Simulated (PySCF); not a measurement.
Another site gives an ion 66455.19 eV lower (`O[SiH2]Br`) at the level CAM-B3LYP-D3(BJ)/def2-TZVPD (PySCF).

Excitations are Tamm–Dancoff values on a coarser integration grid.

Cartesian coordinates (Å):
```xyz
10

N     -0.7498     1.3503    -2.1504
C     -0.8991     0.6078    -1.2907
C     -0.9890    -0.3071    -0.1731
Si     0.7159    -0.5099     0.6281
O      1.3260     0.9508     1.0410
H     -1.3586    -1.2762    -0.5141
H     -1.6955     0.0830     0.5612
H      1.5764    -1.2245    -0.3371
H      0.5600    -1.2747     1.8763
H      1.5137     1.6004     0.3587
```
Charge 0, multiplicity 1.

Q: What is the computed HOMO–LUMO gap, LUMO, S1–T1 gap (TDA), S1 excitation (TDA), HOMO, S1 oscillator strength, dipole moment and total energy (CAM-B3LYP-D3(BJ)/def2-TZVPD (PySCF 2.14.0))?

A: 
```json
{
 "HOMO–LUMO gap": "10.59 eV",
 "LUMO": "0.37 eV",
 "S1–T1 gap (TDA)": "0.99 eV",
 "S1 excitation (TDA)": "7.39 eV",
 "HOMO": "-10.21 eV",
 "S1 oscillator strength": "0.004",
 "dipole_moment": "2.98 D",
 "total_energy": "-498.7439 Ha"
}
```
